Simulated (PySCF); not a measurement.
PySCF input file for C₄H₁₁BO₂, SMILES C(C)(OBOC)C, PBE0/pcSseg-1. The structure is a stationary point at B3LYP-D3(BJ)/def2-SVP. One conformer was computed; it need not be the lowest.

```python
import numpy as np
from pyscf import gto, scf, dft
from pyscf.prop.nmr import rks as nmr

mol = gto.M(
    atom='''
    B    -0.20070135    1.18413416    0.54958779
    H    -0.20647024    2.11038651    1.32807689
    O    -0.43123134    1.37070019   -0.77755401
    C    -0.70730762    2.63596412   -1.33407387
    H    -0.70235617    3.43154500   -0.56953475
    H     0.04812995    2.87747845   -2.09979074
    H    -1.69652255    2.62039739   -1.82047307
    O     0.04043523   -0.05431559    1.03295053
    C     0.07396676   -1.21906568    0.19564509
    C    -0.29854250   -2.41188007    1.06321881
    C     1.45361498   -1.35349815   -0.43889889
    H    -0.67483814   -1.09576805   -0.60565367
    H     0.43045238   -2.53266490    1.88022646
    H    -0.31284823   -3.33750656    0.46714666
    H    -1.29356328   -2.26892664    1.51080102
    H     1.67323185   -0.48310932   -1.07459124
    H     2.22773816   -1.42426954    0.34190787
    H     1.50653216   -2.25843146   -1.06457336
    ''',
    basis='pcSseg-1',
    charge=0,
    spin=0,
    max_memory=1600,
    verbose=3,
)
mf = dft.RKS(mol, xc='pbe0').density_fit(auxbasis='def2-universal-jkfit')
mf.grids.level = 3
mf.conv_tol = 1e-10
mf.max_cycle = 100
mf.kernel()
n = nmr.NMR(mf)
n.verbose = 2
n.max_cycle_cphf = 60
sigma = n.kernel()
print('atom   isotropic/ppm   span/ppm')
for i, s in enumerate(sigma):
    w = np.linalg.eigvalsh((s + s.T) / 2)
    print(f'{mol.atom_symbol(i):2s}{i + 1:3d} {w.mean():14.3f} {w[2] - w[0]:11.3f}')
```

Output:

```
converged SCF energy = -334.003467816406
atom   isotropic/ppm   span/ppm
B   1         75.279      21.312
H   2         27.139       5.651
O   3        212.851     309.135
C   4        127.427      82.669
H   5         27.439       7.870
H   6         27.496      10.129
H   7         27.513      10.248
O   8        161.883     221.326
C   9        116.729      70.829
C  10        158.955      42.650
C  11        158.646      44.833
H  12         26.891       5.366
H  13         29.977       7.755
H  14         30.377      10.229
H  15         29.857      10.133
H  16         29.739       9.677
H  17         30.209       7.452
H  18         30.395      10.309
```

The run converged.
